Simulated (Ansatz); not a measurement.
Ideal-gas functions of CH$_{2}$F$_{2}$OSi, SMILES `F[Si]1(F)CO1` at 800 K and 1 bar, from an Ansatz frequency run at PBE0-D4/def2-TZVP.

Molar mass 96.11 g/mol, point group Cs (symmetry number 1), electronic degeneracy 1, moments of inertia 79.915, 123.343, 166.339 u Å². Harmonic wavenumbers (cm⁻¹, unscaled): 208, 278, 320, 340, 634, 753, 800, 860, 999, 1077, 1131, 1164, 1460, 3119, 3202.

Use S(trans) = R[1.5 ln M + 2.5 ln T − 1.1517]; rotational temperatures θ = 24.2544 K / I; S(rot) = R[ln(√π/σ · √(T³/θAθBθC)) + 1.5]; for each mode x = 1.438777 ν̃/T, S = R[x/(eˣ − 1) − ln(1 − e⁻ˣ)] and H = RT x/(eˣ − 1); 1 cm⁻¹ = 0.0119627 kJ/mol; R = 8.31446 J/(mol·K).

Problem. By hand: the entropy, in J/(mol·K).

Solution. Translation 186.3. Rotation: θ = 0.3035, 0.1966, 0.1458 K, giving 120.3. Vibration, mode by mode: 16.54, 14.16, 13.02, 12.53, 7.66, 6.40, 5.97, 5.47, 4.48, 4.01, 3.71, 3.54, 2.33, 0.20, 0.18, in all 100.2. Electronic 0.0. Sum 406.8 J/(mol·K).

Problem. By hand: H − E and G − E in kJ/mol, counted from the electronic energy.

Solution. Zero-point energy ½ × 16345 × 0.0119627 = 97.8; thermal vibration 43.0; translation, rotation and pV give 4 RT = 26.6. H − E = 167.4 kJ/mol, and G − E = 167.4 − 800 × 406.8/1000 = -158.0 kJ/mol.

Vibration gives 25 % of the entropy.
